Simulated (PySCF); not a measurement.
Al(H)(Me)(NH2) (CH6AlN), SMILES [NH2][AlH][CH3]. Atoms are numbered in the order given.

```xyz
9

Al    -0.5088     0.0694     0.0000
H     -2.0793     0.2521     0.0000
C      0.3797    -1.6703     0.0000
H      0.0927    -2.2595     0.8762
H      1.4688    -1.5861     0.0000
H      0.0927    -2.2595    -0.8762
N      0.4595     1.5556     0.0000
H      1.4671     1.5951     0.0000
H      0.0773     2.4887     0.0000
```

The structure is a stationary point at B3LYP-D3(BJ)/def2-TZVP. Other conformers were not sampled.

Calculation: PySCF 2.14.0 with TDDFT-CAM-B3LYP/def2-SVPD.

Vertical excitations. The molecule is in vacuum. State labels are in the subgroup Cs.

Computed UV-visible absorptions:
| state | symmetry | energy (eV) | λ (nm) | f | main pairs |
|---|---|---|---|---|---|
| S1 | A" | 6.36 | 195 | 0.009 | HOMO−1→LUMO+1 71 %, HOMO→LUMO 24 % |
| S2 | A" | 6.39 | 194 | 0.070 | HOMO→LUMO 60 %, HOMO−1→LUMO+1 28 % |
| S3 | A' | 6.69 | 185 | 0.099 | HOMO→LUMO+1 98 % |
| S4 | A' | 7.22 | 172 | 0.067 | HOMO−1→LUMO 90 % |
| S5 | A" | 7.57 | 164 | 0.000 | HOMO→LUMO+2 74 % |
| S6 | A" | 7.89 | 157 | 0.051 | HOMO−2→LUMO+1 82 % |
| S7 | A' | 7.94 | 156 | 0.147 | HOMO−1→LUMO+2 83 % |
| S8 | A" | 8.19 | 151 | 0.027 | HOMO→LUMO+4 61 %, HOMO→LUMO+3 11 %, HOMO→LUMO+7 11 % |
| S9 | A" | 8.43 | 147 | 0.016 | HOMO→LUMO+3 64 % |
| S10 | A' | 8.61 | 144 | 0.086 | HOMO−2→LUMO 52 %, HOMO−1→LUMO+3 39 % |
| T1 | A' | 5.57 | 223 | 0 | HOMO→LUMO+1 94 % |
| T2 | A" | 5.95 | 209 | 0 | HOMO−1→LUMO+1 95 % |
| T3 | A" | 5.98 | 207 | 0 | HOMO→LUMO 75 % |
| T4 | A' | 6.71 | 185 | 0 | HOMO−1→LUMO 73 %, HOMO−1→LUMO+2 11 % |
Triplets are in the Tamm–Dancoff approximation, which puts them higher than full response would, so one can lie above its singlet here.
